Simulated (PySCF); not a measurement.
Core binding energy against partial charge

Compound: C5H6F3N.
SMILES with atom numbers: `[H]/[N:4]=[C:3](\[CH:2]=[CH2:1])[CH2:5][C:6]([F:7])([F:8])[F:9]`

Binding energies: delta-SCF UKS SCAN, pcX-2 on the ionised atom, pcseg-1 elsewhere, spin-free X2C (PySCF 2.14.0). Charges: PBE0/pcSseg-1 ground-state density, for the ionised atom.

```
atom           environment  C 1s (eV)  Mulliken (e)  IAO (e)  Hirshfeld (e)  ESP (e)
  C1  terminal =CH2 carbon     290.96        -0.136   -0.270         -0.071   -0.347
  C2      alkene CH carbon     291.25        -0.148   -0.181         -0.056   -0.371
  C5      chain CH2 carbon     291.77        -0.243   -0.328         -0.100   -0.510
  C3          imine carbon     292.50        -0.043   +0.173         +0.084   +0.675
  C6            CF3 carbon     298.29        +0.783   +0.813         +0.260   +0.686
```

Question: Give the correlation coefficient and slope of binding energy on charge for each scheme.

Answer: Mulliken: r = 0.98, slope 7.1 eV per e; IAO: r = 0.96, slope 6.1 eV per e; Hirshfeld: r = 0.93, slope 18.9 eV per e; ESP: r = 0.72, slope 3.7 eV per e. On 5 points no scheme stands out.

Question: The point-charge model writes a binding energy as kq + V + constant, with V the potential of the other atoms' charges at the site. What does it give with the Mulliken charges?

Answer: V = Σ 14.40 eV Å × q/r over all other atoms: +2.28 eV at C1, +1.19 eV at C2, +5.62 eV at C5, -1.64 eV at C3, -9.36 eV at C6. Fitting binding energy − V to q gives k = 19.9 eV per e and leaves an rms residual of 1.43 eV, against 0.53 eV for the fit on q alone. The model has no term for differences in relaxation between sites.

Spin contamination (⟨S²⟩ against 0.75 for a pure doublet) is marked for C 1s of C3 (0.93), which makes this value less certain. One conformer (not necessarily the lowest) at the PBE0-D3(BJ)/def2-SVP geometry, without solvent, vibrations or thermal averaging.

Shape of the structure used: `[H]/[N:4]=[C:3](\[CH:2]=[CH2:1])[CH2:5][C:6]([F:7])([F:8])[F:9]`: C1–C2–C3–N4 26°, C2–C3–C5–C6 63°, C3–C5–C6–F7 55°.
